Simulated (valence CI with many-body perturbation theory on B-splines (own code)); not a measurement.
**Sm XLVIII: key properties**

Level of theory: valence CI with perturbative core correlation (CI+MBPT): five valence electrons over a frozen Dirac-Fock core [Ne], a basis of 11 s, 11 p, 10 d, 8 f, 5 g, 2 h functions for each j, with the one-electron correlation potential Σ1 (screened to all orders), the two-electron term Σ2, the three-electron term Σ3, Breit, model QED; selected single and double excitations, second order for the rest, scaled by the run's own slope (own B-spline code, finite nucleus).

The last digits are not significant, and no measured levels were compared; by estimate large intervals hold to a few tenths of a per cent, small ones and those within an open d or f shell to about a per cent. Among the levels kept, up to 3200 cm⁻¹ of a level comes from second order outside the variational space, and about a tenth of that is noise between levels of different J, which matters for small intervals.

Levels are named by their leading jj configuration (3d3/2^4 stands for four electrons in 3d with j = 3/2), which in mixed levels can hold well under half, so a name can repeat and another be missing.

Rates and lifetimes use the calculated energies. Strong lines usually hold to 10 to 20 %, long lifetimes can be off by a factor of two.

Question: What is the ground level?

Answer: (3s^2 3p1/2^2 3p3/2) J=3/2, composition 46 % 3s2.3p3 2P° + 27 % 3s2.3p3 4S° + 26 % 3s2.3p3 2D°, g = 1.366.

Question: Where does the other parity begin?

Answer: At (3s^2 3p1/2^2 3d3/2) J=3/2, 1472.0 × 10³ cm⁻¹.

Question: Among levels below 6331.3 × 10³ cm⁻¹, which E1 lines absorb most strongly from the ground level?

Answer: to (3s^2 3p1/2 3p3/2 3d3/2) J=3/2 at 3.415 nm, f = 0.291; to (3s^2 3p1/2 3p3/2 3d3/2) J=5/2 at 3.478 nm, f = 0.265; to (3s^2 3p1/2 3p3/2 3d3/2) J=1/2 at 3.412 nm, f = 0.108.

Question: Name the longest-lived excited levels whose lifetime is computed, and their main decay.

Answer: (3s^2 3p1/2 3p3/2 3d5/2) J=9/2 at 2979.4 × 10³ cm⁻¹ lives 2.51 μs, mostly by M1 to (3s^2 3p1/2 3p3/2 3d3/2) J=7/2; (3s^2 3p1/2 3p3/2^2) J=5/2 at 1226.1 × 10³ cm⁻¹ lives 185 ns, mostly by M1 to (3s^2 3p1/2^2 3p3/2) J=3/2; (3s^2 3p1/2 3p3/2^2) J=1/2 at 1323.8 × 10³ cm⁻¹ lives 51.4 ns, mostly by M1 to (3s^2 3p1/2^2 3p3/2) J=3/2.

Question: What is the ionisation energy?

Answer: 3974.1 eV; NIST lists 3971 ± 4 eV (theoretical).
